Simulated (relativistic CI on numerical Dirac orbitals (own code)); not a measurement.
Computed by Dirac-Coulomb-Breit CI, separate exchange-only KLI orbitals for each configuration, QED by a radiative potential, unscaled Slater integrals (own radial code, finite nucleus).

The strongest absorption lines from the ground level of an ion, among the configurations computed and to levels below about 307 eV (vacuum wavelength in nm, gf): 8.5053 (0.34), 8.7297 (0.19), 8.9314 (0.5), 8.9634 (0.45), 9.1360 (1.2), 9.1958 (0.64), 9.7896 (0.13), 13.900 (0.11).

(1) Which ion is it?
A. Kr²¹⁺
B. Zr²⁷⁺
C. Zr²⁵⁺
D. Mo²⁷⁺

Results:

(1) C. Zr²⁵⁺ has 15 electrons and the ground level 3s2 3p3 4S°_3/2; the strongest line goes to 3s2 3p2 3d 4P_5/2. The pattern of lines fixes the number of electrons, and along that sequence the line energies rise steadily with the charge (about as its square where n changes within one kind of shell, about linearly where n is kept but much faster in heavy ions where fine structure, which grows about as Z⁴, sets the gap, and irregularly where shells cross), which fixes Z. Configurations outside the model, such as inner-shell arrays, can give stronger lines. At this charge energies of transitions that change n are usually good to better than 1 %, and those within a shell (Δn = 0) to a few per cent.

LS names give the leading component of a level, which can be under half, so a name can repeat, a term be missing and a line seem to break the LS rules.
